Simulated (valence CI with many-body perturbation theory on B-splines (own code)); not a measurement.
**Ladder of approximations for Au IX**

Calculated by configuration interaction combined with many-body perturbation theory (CI+MBPT): three valence electrons over a frozen Dirac-Fock core [Xe] 4f14, radial functions for each j: 9 s, 9 p, 10 d, 8 f, 5 g, 3 h, 1 i, with the one-electron correlation potential Σ1, the two-electron term Σ2, the three-electron term Σ3, Breit, model QED; selected CI, second order for the rest, scaled by the run's own slope (own B-spline code, finite nucleus).

No measured spectrum was set against this ion. As an estimate, terms of the open shell hold to 2 to 4 % of their energy, and close levels can change places; different configurations can be misplaced against each other by 1,000 to 8,000 cm⁻¹. Core correlation moves these levels by up to 15000 cm⁻¹, and in measured spectra 5 to 20 % of such shifts remained as error; rates that hang on mixing are uncertain with them. The list stops below the first excitations out of the core.

Each rung adds one term. CI alone is the Dirac-Coulomb CI over the frozen core; QED comes last and gives the full result, which names the levels. Energies are above 5d3 4F_3/2 on the same rung, in cm⁻¹.

Names give the largest LS component (configuration and term), which can be under half, so a name can repeat, a term be missing and a line seem to break the LS rules; names also repeat where a configuration has a term twice. Letters in brackets count levels of one name in rising energy.

| Level | CI alone | + Σ1 | + Σ2 | + Σ3 | + Breit | Full |
| --- | --- | --- | --- | --- | --- | --- |
| 5d3 4F_5/2 | 11622 | 12371 | 12537 | 12575 | 12268 | 12315 |
| 5d3 4F_7/2 | 19402 | 20402 | 20481 | 20496 | 20091 | 20151 |
| 5d3 4P_3/2 | 21012 | 21644 | 21740 | 21870 | 21638 | 21676 |
| 5d3 2G_9/2 [a] | 23367 | 24310 | 23980 | 23967 | 23595 | 23648 |
| 5d3 4P_1/2 | 24851 | 25608 | 25542 | 25670 | 25387 | 25433 |
| 5d3 2G_7/2 | 35782 | 37233 | 37295 | 37203 | 36630 | 36719 |
| 5d3 2H_9/2 | 37883 | 39479 | 39162 | 39210 | 38560 | 38658 |
| 5d3 4P_5/2 | 37682 | 38967 | 39119 | 39090 | 38596 | 38673 |
| 5d3 2D_3/2 [a] | 42595 | 44194 | 45034 | 44926 | 44318 | 44416 |
| 5d3 2P_1/2 | 44344 | 46005 | 46779 | 47013 | 46388 | 46490 |
| 5d3 2H_11/2 | 49114 | 50843 | 49805 | 49825 | 49144 | 49245 |
| 5d3 2D_5/2 [a] | 52176 | 53963 | 54416 | 54119 | 53465 | 53569 |
| 5d3 2F_5/2 | 57142 | 58567 | 57828 | 57783 | 57262 | 57348 |
| 5d3 2F_7/2 | 59536 | 61216 | 60383 | 60349 | 59722 | 59820 |
| 5d3 2G_9/2 [b] | 58551 | 61008 | 61255 | 61180 | 60206 | 60357 |
| 5d3 2P_3/2 | 61701 | 64055 | 65928 | 66039 | 65140 | 65286 |
| 5d3 2D_3/2 [b] | 84383 | 86424 | 86778 | 86504 | 85798 | 85914 |
| 5d3 2D_5/2 [b] | 86789 | 89161 | 90621 | 90396 | 89529 | 89670 |
| 5d2.6s 4F_3/2 | 210749 | 213362 | 219489 | 219811 | 219926 | 220600 |

Task: How does the ionisation energy move along the ladder, and which term matters most?

Result: CI alone 128.55, + Σ1 130.28, + Σ2 131.18, + Σ3 131.18, + Breit 131.14, + QED 131.16 eV. The largest step is Σ1, 1.74 eV. NIST lists 130.1 ± 2.2 eV (theoretical).
